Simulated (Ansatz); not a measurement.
Isomers of Ge$_{3}$O$_{4}$⁺ (doublet), relaxed with r2SCAN-D4/def2-SVP; total energies from Ansatz at PBE-QIDH/def2-TZVP.

| isomer | description | energy (Eh) |
| --- | --- | --- |
| A | point group C2v; 7 × Ge–O 1.68 to 1.84 Å | -6529.70486 |
| B | point group Cs; 7 × Ge–O 1.62 to 1.88 Å; 1 × Ge–Ge 2.61 Å | -6529.68733 |
| C | point group C2v; 6 × Ge–O 1.65 to 1.85 Å; 1 × Ge–Ge 2.53 Å | -6529.60405 |
| D | point group not assigned; 7 × Ge–O 1.61 to 1.91 Å; 1 × Ge–Ge 2.65 Å | -6529.65671 |
| E | point group Cs; 8 × Ge–O 1.75 to 1.97 Å; 2 × Ge–Ge 2.78 Å | -6529.72571 |

Correlated methods freeze 31 core orbitals; core or outer-core shells of Ge are correlated, in sets that lack core-valence functions.

The isomers come from a short search, and lower ones may exist.

**Question.** Work out the relative energies (1 Eh = 2625.5 kJ/mol) and the Boltzmann populations at 1200 K from electronic energies alone (R = 8.314 J/mol/K).

**Answer.** ΔE: A 54.7, B 100.8, C 319.4, D 181.2, E 0.0 kJ/mol. RT = 9.98 kJ/mol. Factors exp(−ΔE/RT): A 0.00417, B 4.11e-05, C 1.26e-14, D 1.3e-08, E 1; sum 1.004. Populations: A 0.4 %, B 0.0 %, C 0.0 %, D 0.0 %, E 99.6 %. Zero-point energy, vibrational entropy and symmetry numbers are left out and can shift these; an error of 4 kJ/mol changes a ratio by a factor of 1.5. Over the other density-functional and correlated levels in def2 sets, the gap between E and A ranges from -25 to 58 kJ/mol.
